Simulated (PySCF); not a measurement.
SiFI3, SMILES I[Si](I)(F)I.

Coordinates come from a B3LYP-D3(BJ)/def2-SVP optimisation. The def2 effective core potentials stand for the cores of I; spin–orbit coupling is left out.

Two levels are set side by side: TDA-PBE/def2-SVPD (PySCF) and TDA-PBE0/def2-SVPD (PySCF). Vertical, same geometry. The lowest singlet is HOMO→LUMO 100 % with PBE and HOMO→LUMO 99 % with the other functional; states are paired by order. Differences are taken from unrounded values.

```json
[
 {"quantity": "lowest singlet excitation (eV)", "TDA-PBE0": "4.08", "TDA-PBE": "3.53", "TDA-PBE minus TDA-PBE0": "-0.55"},
 {"quantity": "lowest triplet excitation (TDA) (eV)", "TDA-PBE0": "3.71", "TDA-PBE": "3.24", "TDA-PBE minus TDA-PBE0": "-0.46"}
]
```

Functionals without exact exchange tend to place singlet excitations lower, as here. Differences between two approximate levels are no errors against the true value.

Rough cost on one machine, each run with all the roots and properties that it gave: TDA-PBE0 against TDA-PBE about 2 times.
